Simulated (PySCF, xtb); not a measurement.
C2H2F3, SMILES FC[C](F)F (connectivity only; charge and spin as stated), charge +1, multiplicity 1. The values are those of a single conformer.

Harmonic wavenumbers (cm⁻¹) from GFN2-xTB (xtb) at its own minimum, in rising order: 152, 198, 421, 451, 574, 799, 888, 1033, 1116, 1166, 1201, 1424, 1447, 2647, 2714.

### Question
What does ωB97X-D3(BJ)/def2-SVP in PySCF give at its own minimum? (The exact figures need the calculation; the answer reports its results.)

### Answer
123, 237, 485, 485, 641, 884, 1002, 1227, 1250, 1352, 1388, 1574, 1654, 3019, 3070. Paired by order, the mean absolute difference is 148 cm⁻¹ and the zero-point energies are 23.2 and 26.3 kcal/mol.
